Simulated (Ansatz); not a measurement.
A run for Ansatz (an electronic-structure program): R-PBE0/def2-TZVPP on C2H6BN (SMILES C=CBN), a point of a torsion scan.

Ansatz 0.2 input:
```yaml
crystal:
  periodic: [false, false, false]
  atoms:
    - {symbol: C, position_ang: [1.25054010, 0.51388753, 0.34752657]}
    - {symbol: C, position_ang: [0.76168443, -0.49249954, -0.36987865]}
    - {symbol: B, position_ang: [-0.76337467, -0.78847247, -0.54360633]}
    - {symbol: N, position_ang: [-1.74624963, 0.19269461, -0.34222730]}
    - {symbol: H, position_ang: [0.61043358, 1.25991833, 0.79518710]}
    - {symbol: H, position_ang: [2.30497566, 0.63615268, 0.54660355]}
    - {symbol: H, position_ang: [1.47785967, -1.20325576, -0.77009487]}
    - {symbol: H, position_ang: [-1.12388178, -1.90585552, -0.62439517]}
    - {symbol: H, position_ang: [-2.48178405, 0.09215199, 0.33449969]}
    - {symbol: H, position_ang: [-1.42384103, 1.15255504, -0.31270251]}
basis:
  gaussian:
    orbitals: def2-TZVPP
hamiltonian:
  xc: {name: PBE0}
scf: {lower_state_search: off}
```

Task: Predict the final total energy.

Result: -159.2907 hartree.
